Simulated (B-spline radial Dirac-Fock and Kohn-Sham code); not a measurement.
# K-line shifts caused by a second vacancy in Cl⁴⁺

System: Cl⁴⁺, [Ne] 3s2 3p1.

Level of theory: Dirac-Fock (average of configuration) total-energy differences with a finite nucleus, the Breit interaction including its frequency dependence, and self-energy and vacuum-polarisation corrections; a radial B-spline solver. Each two-hole energy is an average over J within one jj subconfiguration, not an observable level; in light atoms, where LS coupling holds, the j-resolved values are not observed lines, and for a K spectator the Kα1 hypersatellite is nearly forbidden. No correlation.

Lines without a spectator: Kα2 (K-L2) 2625.6 eV, Kα1 (K-L3) 2627.2 eV. Shifts in eV with one spectator hole (a dash: not computed, or left out as unreliable):

| spectator hole | Kα2 | Kα1 |
| --- | --- | --- |
| K (1s) | +173.1 | +173.6 |
| L2 (2p1/2) | +13.80 | +17.12 |
| L3 (2p3/2) | +16.63 | +15.72 |
